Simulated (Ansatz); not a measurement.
Reactions of C₂H₉NSi₂, SMILES `C[SiH2][SiH2]C=N`.

Isolated molecules relaxed with PBE0-D4/def2-TZVP in Ansatz; ΔE leaves out vibrations. CCSD(T)/CBS adds triple-zeta CCSD(T) − MP2 to the extrapolated MP2 energy (def2 sets, frozen cores). This one scheme is used for every species, atoms too. DFT in def2-TZVPP. Open shells (•) are unrestricted, without spin–orbit coupling. Spin–orbit coupling would lower the free atoms: a little for C, Si. def2 core potentials past Kr. For Br, I, Se outer-core shells are correlated without core-valence functions, so the limit isn't a true one: a few kJ/mol of doubt a bond, and 10 to 20 or more in all where bonds break to atoms. Scalar relativity is left out up to krypton. Each species was taken in one conformer, which may not be the lowest.

```csv
reaction,ωB97X-V (kcal/mol),B2PLYP (kcal/mol),CCSD(T)/CBS(def2) (kcal/mol)
`C[SiH2][SiH2]C=N` + HBr → `C[SiH2][SiH2]Br` + `C=N`,-24.0,-24.5,-24.6
`C[SiH2][SiH2]C=N` + H₂ → `N=C[SiH3]` + `C[SiH3]`,-3.4,-5.4,-2.9
`C[SiH2][SiH2]C=N` + `COC(O)Cl` → `C[SiH2][SiH2]Cl` + `COC(O)C=N`,-34.6,-34.5,-34.8
`C[SiH2][SiH2]C=N` → `NC1C[SiH2][SiH2]1`,3.6,7.2,4.8
`C[SiH2][SiH2]C=N` + `[AlH2][I]` → `C[SiH2][SiH2][AlH2]` + `N=CI`,41.5,41.1,41.9
`C[SiH2][SiH2]C=N` → `N=C[SiH3]` + `C[SiH]`,60.4,55.4,57.7
`C[SiH2][SiH2]C=N` + H₂Se → `C[SiH2][SiH2][SeH]` + `C=N`,-16.5,-17.0,-17.6
`C[SiH2][SiH2]C=N` → 2 C• + 9 H• + N• + 2 Si•,1169.9,1149.2,1162.6
`C[SiH2][SiH2]C=N` + dimethylamine → `C[SiH2]N(C)C` + `N=C[SiH3]`,-9.2,-10.3,-9.9
`C[SiH2][SiH2]C=N` + H₂O → `C[SiH2][SiH2]O` + `C=N`,-20.1,-21.4,-19.1
```

Largest T1 diagnostic: 0.013, for `C[SiH2][SiH2]C=N`.
